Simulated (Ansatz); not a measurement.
Born–Oppenheimer molecular dynamics of H4NSSb (7 atoms, charge 0, multiplicity 1). It starts at the highest image of a converged band, a first-order saddle point between two minima.

All numbers below come from RKS PBE0-D4/def2-SVP in Ansatz.

| Quantity | Value |
| --- | --- |
| ensemble | NVE (velocity Verlet) |
| time step | 0.5 fs |
| steps asked | 200 |
| starting velocities drawn for | 100 K |
| seed | 3491 |

First frame:

```xyz
7
Properties=species:S:1:pos:R:3
N -1.121 0.586 -0.414
Sb 0.871 0.900 0.584
S 1.306 -1.488 0.813
H -1.172 -0.408 -0.640
H -1.285 1.151 -1.249
H -0.870 0.812 1.040
H 2.270 -1.554 -0.134
```

Q: How far do the bonds stretch over the last three quarters of this one trajectory? (Pairs bonded in most of those frames.)

A: 
| bond | mean (Å) | spread (Å) | shortest | longest |
| --- | --- | --- | --- | --- |
| N1–H4 | 1.028 | 0.037 | 0.94 | 1.10 |
| N1–H5 | 1.027 | 0.037 | 0.93 | 1.11 |
| N1–H6 | 1.056 | 0.105 | 0.89 | 1.26 |
| Sb2–S3 | 2.408 | 0.027 | 2.37 | 2.44 |
| S3–H7 | 1.361 | 0.008 | 1.34 | 1.38 |

Mean temperature of the second half: 1169 K. The conserved energy stayed within 1.6 meV per atom of its start (net change -0.36 meV per atom), so the integration is sound. The system heated up, since it started high on the potential surface and ran downhill. A run of 0.1 ps of so small a system gives no equilibrium averages. The orbitals stay closed-shell, which can raise the energy where a bond breaks towards radicals; this wasn't checked here.

Time of the run: 19 min on 1 thread of Arm Neoverse N1 (shared host), peak memory 0.16 GiB.
